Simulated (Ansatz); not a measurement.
Relaxation of H6O4SSi (12 atoms, charge 0, multiplicity 1), to a largest force component of 0.03 eV/Å in at most 50 steps.

Method: RKS PBE-D4/def2-SVP (Ansatz 0.2.0).

```xyz
12
Properties=species:S:1:pos:R:3
Si 0.465 0.278 -0.152
O -0.923 -0.127 2.351
H -1.493 0.285 1.664
O 0.991 0.232 -1.734
H 1.373 -0.628 -1.982
O -1.062 0.990 -0.171
H -1.470 0.960 -1.058
O 0.573 -1.259 0.450
H 0.081 -1.225 1.318
S 1.564 1.671 1.079
H 2.526 0.752 1.369
H -0.296 0.616 2.557
```

Q: Where does it end, and by what steps?

A: The forces met the threshold. After 6 steps the energy has fallen by 0.042 eV; H12 moved furthest, 0.15 Å.

```tsv
step	energy less start (eV)	largest force component (eV/Å)	accepted
0	0.0000	0.388	yes
1	-0.0266	0.461	yes
2	-0.0332	0.431	yes
3	-0.0398	0.137	yes
4	-0.0413	0.135	yes
5	-0.0417	0.096	yes
6	-0.0420	0.018	yes
```

```xyz
12
Properties=species:S:1:pos:R:3
Si 0.505 0.314 -0.209
O -0.990 -0.180 2.450
H -1.506 0.270 1.745
O 1.035 0.205 -1.784
H 1.423 -0.663 -1.998
O -1.013 1.043 -0.216
H -1.482 0.918 -1.062
O 0.521 -1.210 0.441
H 0.012 -1.160 1.300
S 1.598 1.710 1.024
H 2.554 0.789 1.333
H -0.325 0.510 2.665
```

Whether the end is a true minimum wasn't checked by a vibrational analysis.

Run time: 11 s on 4 threads of Arm Neoverse V1 (shared host), peak memory 0.17 GiB.
